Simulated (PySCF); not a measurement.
# Electron correlation in Kr²⁺ (krypton, charge +2)

[Ar] 3d10 4s2 4p4, high-spin 3P determinant. All numbers are calculated (PySCF 2.14, scalar relativity through the core potential, in aug-cc-pVQZ-PP with ECP10MDF). Frozen: 3s2 3p6 3d10; 6 electrons correlated.

```json
{"level": "CCSD", "correlation energy (mhartree)": "-139.30"}
{"level": "(T)", "correlation energy (mhartree)": "-3.73"}
{"level": "CCSD(T)", "correlation energy (mhartree)": "-143.03"}
```

Diagnostics: T1 = 0.0066, D1 = 0.0205, largest double amplitude 0.035.

**Question.** Is a single reference adequate?

**Answer.** Yes, within this model without spin-orbit coupling: T1 lies below 0.03 and no double amplitude reaches 0.07.
